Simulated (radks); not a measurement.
Initial-state core-level shifts of neutral iodine when its valence configuration changes from [Kr] 4d10 5s2 5p5. Calculated with a radial shooting solver on a logarithmic mesh with Libxc functionals: Dirac Kohn-Sham, PBEsol, spin-unpolarised, spherical densities, finite nucleus; open shells fill j = l - 1/2 first; Fermi nuclear charge, rms radius 4.75 fm. Shifts are changes of the shell-averaged eigenvalues in eV (positive: less bound); the change of the density at the nucleus, which sets a Mossbauer isomer shift, is in e/bohr^3, on a base of 2.487e+05.

| valence | 1s | 2s | 3p | 4s | density at nucleus |
|---|---|---|---|---|---|
| 4d10 5s1.5 5p5.5 | -0.764 | -0.747 | -0.754 | -0.740 | -34.97 |
| 4d9 5s2 5p6 | -9.180 | -9.800 | -9.269 | -7.639 | +28.29 |
| 4d9.5 5s2 5p5.5 | -4.560 | -4.862 | -4.608 | -3.820 | +14.02 |
| 4d10 5s1 5p6 | -1.514 | -1.479 | -1.494 | -1.466 | -70.82 |
